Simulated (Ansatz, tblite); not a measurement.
Forces on the cluster Pd₃S₂ at its PBE-D4/def2-SVP geometry. The state is a singlet with charge 0.

In the def2 sets Pd takes a core potential; there is no spin–orbit coupling. The xTB rows come from tblite. The restricted singlet is unstable towards broken spin symmetry at other levels; at PBE-D4/def2-TZVP this wasn't settled. At PBE-D4/def2-TZVP an occupied level lies above an empty one. Another isomer (singlet) lies 0.22 eV lower at PBE-D4/def2-TZVP; other spin states weren't run for this one.

GFN1-xTB (tblite), largest force 0.78 eV/Å:

```xyz
5
positions Å, forces eV/Å
Pd    1.138    0.527   -1.145   -0.415   -0.002    0.370
Pd   -1.124    1.004    0.748    0.030   -0.027   -0.020
Pd    0.135   -1.666    0.297   -0.173    0.532    0.020
S    -1.122   -0.228   -1.128    0.706   -0.131    0.296
S     0.972    0.363    1.227   -0.148   -0.372   -0.665
```

GFN2-xTB (tblite), largest force 0.63 eV/Å:

```
Pd -0.346 -0.001 0.308
Pd -0.164 0.147 0.109
Pd -0.144 0.444 0.017
S 0.067 -0.368 -0.510
S 0.588 -0.221 0.076
```

PBE-D4/def2-TZVP (Ansatz), largest force 0.71 eV/Å:

```
Pd -0.370 -0.154 0.367
Pd 0.429 -0.383 -0.286
Pd -0.055 0.533 -0.085
S 0.464 0.133 0.526
S -0.469 -0.130 -0.522
```
